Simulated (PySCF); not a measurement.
AlBr2F.

```xyz
4

Al     0.0000     0.0000    -0.6574
F      0.0000     0.0000    -2.3129
Br     0.0000     1.9555     0.4195
Br     0.0000    -1.9555     0.4195
```
Charge 0, spin multiplicity 1.

Geometry optimised at B3LYP-D3(BJ)/def2-SVP. The structure was generated by enumeration; whether it is a known compound was not checked.

Calculation: PBE/pcSseg-1 in PySCF. Non-relativistic, no solvent.

Computed absolute GIAO shielding of each atom: isotropic value and principal components (ppm):
| atom | σ(iso) | σ11 | σ22 | σ33 | span |
|---|---|---|---|---|---|
| Al1 | 412.0 | 349.6 | 402.1 | 484.3 | 134.8 |
| F2 | 271.6 | 185.5 | 244.3 | 385.1 | 199.6 |
| Br3 | 2595.0 | 2378.9 | 2421.0 | 2984.9 | 605.9 |
| Br4 | 2595.0 | 2378.9 | 2421.0 | 2984.9 | 605.9 |
